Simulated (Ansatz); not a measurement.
(1) Predict a relaxed structure of the cluster HgS2, charge 0, singlet, at PBE0-D4/def2-TZVP (Ansatz).

## Answers

(1) 
```
atom    x (Å)    y (Å)    z (Å)
 Hg1  -0.0001  -0.0002  -0.0001
  S2   1.5695   0.3243  -1.5460
  S3  -1.5694  -0.3241   1.5462
```
Point group D∞h (tolerance 0.1 Å). The metal has 2 neighbours: S 2.23 Å, S 2.23 Å. This is one stationary point.

In the def2 sets Hg takes a core potential; there is no spin–orbit coupling. The restricted singlet is unstable: a solution with broken spin symmetry lies lower. At PBE0-D4/def2-TZVP a triplet of charge 0 lies 1.19 eV below the restricted singlet, each at its own geometry. The structure comes from a short search, and lower isomers may exist.
